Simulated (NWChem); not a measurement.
C3H5Br; SMILES C/C=C\Br

```xyz
9

C     -0.8464     2.2224     0.0000
C      0.5607     1.7388     0.0000
C      0.9983     0.4790     0.0000
Br    -0.1154    -1.0416     0.0000
H     -1.5633     1.3903     0.0000
H     -1.0413     2.8519    -0.8839
H     -1.0413     2.8519     0.8839
H      1.3501     2.5012     0.0000
H      2.0582     0.2195     0.0000
```
Atoms are numbered in this order, from 1.

Results from NWChem. Structure relaxed at the PBE0/def2-SVP level. Ions are spin-unrestricted doublets at the neutral geometry; other ion states weren't tried.

Problem. Estimate the computed values for CAM-B3LYP/def2-SVP. Quantities: vertical ionisation energy, ΔSCF (eV); −ε(HOMO) (eV).

Solution. The vertical ionisation energy, ΔSCF (eV) is 9.26 and the −ε(HOMO) (eV) is 8.21.
